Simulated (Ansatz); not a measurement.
Molecule: MoH₃, charge 0, multiplicity 4. The spin state was set by rule; other spins were not relaxed. 
Coordinates optimised at B3LYP-D3(BJ)/def2-TZVP (Ansatz, a quantum-chemistry and plane-wave program):
```
Mo
H 1 1.7016
H 1 1.7016 2 107.94
H 1 1.7016 2 107.94 3 116.42
```
Charge 0, spin multiplicity 4.

Basis-set convergence of Hartree-Fock and CCSD(T) correlation energies (hartree) with Ansatz. Cores are frozen in the correlated levels unless marked. UHF or UKS for open shells. Spin-orbit coupling is left out. The frozen core is the preceding noble-gas configuration, with the filled d and f shells of earlier blocks. Past Kr the def2 sets carry scalar-relativistic core potentials.

The UHF reference is spin-contaminated (<S^2> 0.11 over the pure value in the largest basis). 

```tsv
basis	functions	E(HF)	E(corr, CCSD(T))
def2-SVPD	58	-69.18750	-0.17652
def2-TZVPPD	107	-69.21365	-0.21185
def2-QZVPPD	180	-69.21713	-0.21983
```

Extrapolating the two largest sets (X = 3 and 4) as X^-3: E(corr) = (64·(-0.21983) - 27·(-0.21185))/37 = -0.2257 Eh, an estimate of the basis-set limit. The largest set recovers 97.4 % of it, the smallest 78.2 %.
